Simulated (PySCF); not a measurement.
CH7ClOSi2, SMILES [SiH3]CO[SiH2]Cl.

Coordinates come from a PBE-D3(BJ)/def2-SVP optimisation. This is a generated structure with no PubChem entry under its InChIKey; it may be hypothetical. One conformer was computed; it need not be the lowest.

Method: PBE-D3(BJ)/def2-SVP in PySCF.

Frequencies are harmonic and unscaled.

```tsv
mode	ν (cm⁻¹)	IR (km/mol)	moving atoms (share of kinetic energy)
1	27	0.5	Si 32 %, Cl 29 %, H 21 %, C 11 %
2	79	2.6	Si 30 %, H 29 %, Cl 16 %, O 14 %, C 11 %
3	123	0.9	H 55 %, Si 29 %
4	164	2.0	H 51 %, C 19 %, Cl 14 %, Si 14 %
5	232	4.5	O 39 %, H 35 %, C 18 %
6	305	8.2	O 57 %, Si 19 %, Cl 12 %, H 11 %
7	476	7.0	H 95 %
8	519	40.3	Si 44 %, Cl 34 %, H 15 %
9	545	36.4	H 45 %, Si 32 %, Cl 10 %, C 8 %
10	614	45.9	H 77 %, Si 16 %
11	706	19.6	H 90 %
12	715	8.7	C 42 %, H 39 %, Si 18 %
13	756	33.8	O 28 %, Si 24 %, C 24 %, H 24 %
14	833	61.3	H 66 %, C 25 %
15	863	418.5	H 83 %, Si 14 %
16	886	44.8	H 87 %, Si 12 %
17	904	43.4	H 97 %
18	914	15.8	H 96 %
19	923	129.6	H 93 %
20	1095	215.3	O 52 %, C 36 %, H 9 %
21	1220	19.3	H 85 %, C 8 %
22	1247	2.6	H 78 %, C 16 %
23	1409	2.8	H 94 %
24	2160	63.8	H 98 %
25	2172	43.5	H 96 %
26	2180	124.4	H 97 %
27	2184	106.2	H 96 %
28	2229	97.4	H 96 %
29	2943	22.8	H 94 %
30	3009	9.1	H 91 %, C 9 %
```
